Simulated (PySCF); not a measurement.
## A search over the determinants of MgIn⁺

Unrestricted PBE0; Mg def2-SVP, In def2-SVP with ECP28; scalar-relativistic core potentials (PySCF 2.14). Outer shells of the fragments: Mg 3s2; In+ 4d10 5s2.

Followed along the bond (rough minima from three points):

| 2Ms+1 | unpaired | ⟨S²⟩ at the start | R at minimum (Å) | Te (eV) |
| --- | --- | --- | --- | --- |
| 1 | none | 0.00 | 3.32 | 0.00 |
| 3 | σ ↑, π ↑ | 2.01 | 2.89 | 1.95 |

Solutions found at the starting distance of 2.845 Å, counted from the lowest of them; the search is not exhaustive and high or unbound solutions are not listed, so other states can lie among these:

```tsv
2Ms+1	unpaired	term	E (eV)	⟨S²⟩	⟨Lz²⟩	μ (D)
1	none	¹Σ⁺	0.00	0.00	0.00	-4.86
3	σ ↑, π ↑	³Π	1.73	2.01	1.00	-6.40
3	σ ↑↑	³Σ⁺	1.79	2.00	0.00	-3.51
1	σ ↑, π ↓	mixed	2.01	1.01	1.00	-6.64
3	π ↑↑	³Σ⁻	4.62	2.01	0.00	-7.89
1	π ↑↓	mixed	4.80	1.00	2.01	-7.83
1	none	mixed	5.26	0.00	2.00	-7.50
3	π ↑↑	mixed	6.24	2.00	2.00	-5.72
3	σ ↑, δ ↑	³Δ	8.03	2.00	4.00	-2.06
1	σ ↑, δ ↓	mixed	8.26	1.00	4.00	-2.50
```

A term symbol is given only where ⟨S²⟩ and ⟨Lz²⟩ are close to those of a pure state; real π, δ and φ orbitals otherwise mix terms. A positive dipole points towards In; it is taken about the centre of mass and depends on that origin.

Q: Compare the gap between the two lowest followed solutions at the starting distance with the gap between their minima.

A: At PBE0 the second solution (triplet, unpaired electrons σ ↑, π ↑) lies +1.73 eV from the first (singlet, closed shell) at 2.845 Å and +1.95 eV at the minima; the two curves relax by different amounts, since their minima lie near 2.89 and 3.32 Å.

Spin–orbit coupling is left out. Counting both spins, an empty level lies below a filled one in some of these solutions, because spin and occupation are held.
